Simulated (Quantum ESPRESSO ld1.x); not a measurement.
Species: Gd3+. Configuration: [Xe] 4f6 6f1 (not the ground configuration).

All-electron calculation, scalar-relativistic Kohn-Sham, LDA (Slater exchange, VWN5 correlation), spin-polarised, spherical densities, point nucleus; open shells are filled with parallel spins first. Program: ld1.x of Quantum ESPRESSO 7.5.

Energy parts (hartree):
part                      energy
total                 -11261.153
kinetic                12090.669
electron-nucleus      -27387.989
Hartree                 4276.004
exchange-correlation    -239.838

Orbitals (lengths in bohr, moments of r in powers of bohr; r(90%) holds 90 % of the orbital's charge):
| orbital | occ. | eigenvalue (hartree) | r(90%) | <1/r> | <r^2> |
|---|---|---|---|---|---|
| 1s down | 1 | -1841.08 | 0.0396 | 71.61 | 0.0006556 |
| 1s up | 1 | -1841.08 | 0.0396 | 71.61 | 0.0006556 |
| 2s up | 1 | -305.307 | 0.144 | 16.61 | 0.01029 |
| 2s down | 1 | -305.304 | 0.144 | 16.61 | 0.01029 |
| 2p up | 3 | -271.970 | 0.134 | 15.51 | 0.008288 |
| 2p down | 3 | -271.967 | 0.134 | 15.51 | 0.008287 |
| 3s up | 1 | -68.9235 | 0.359 | 6.089 | 0.06844 |
| 3s down | 1 | -68.8301 | 0.359 | 6.095 | 0.06834 |
| 3p up | 3 | -58.5964 | 0.364 | 5.726 | 0.06860 |
| 3p down | 3 | -58.5037 | 0.364 | 5.732 | 0.06847 |
| 3d up | 5 | -44.9237 | 0.345 | 5.436 | 0.05762 |
| 3d down | 5 | -44.8512 | 0.344 | 5.441 | 0.05747 |
| 4s up | 1 | -15.1666 | 0.793 | 2.577 | 0.3442 |
| 4s down | 1 | -14.9634 | 0.793 | 2.576 | 0.3444 |
| 4p up | 3 | -11.7525 | 0.849 | 2.371 | 0.3878 |
| 4p down | 3 | -11.5521 | 0.850 | 2.369 | 0.3884 |
| 4d up | 5 | -7.02672 | 0.949 | 2.095 | 0.4634 |
| 4d down | 5 | -6.83121 | 0.952 | 2.091 | 0.4658 |
| 5s up | 1 | -3.22670 | 1.84 | 1.036 | 1.854 |
| 5s down | 1 | -3.13110 | 1.86 | 1.021 | 1.899 |
| 5p up | 3 | -2.33718 | 2.12 | 0.8962 | 2.415 |
| 5p down | 3 | -2.26342 | 2.15 | 0.8799 | 2.487 |
| 4f up | 6 | -1.87768 | 1.32 | 1.601 | 0.7898 |
| 4f down | 0 | -1.70075 | 1.37 | 1.574 | 0.8439 |
| 6f up | 1 | -0.30531 | 10.3 | 0.1920 | 59.38 |
| 6f down | 0 | -0.28783 | 10.6 | 0.1878 | 62.65 |

The highest occupied level is 6f up at -8.308 eV. The configuration is held as typed, so some empty levels lie below it. Summed over all electrons, <r^2> = 91.44 bohr^2, which gives a Langevin (diamagnetic) susceptibility term of -72.4 x 10^-6 cm^3/mol. Spin moment in Bohr magnetons: 7.
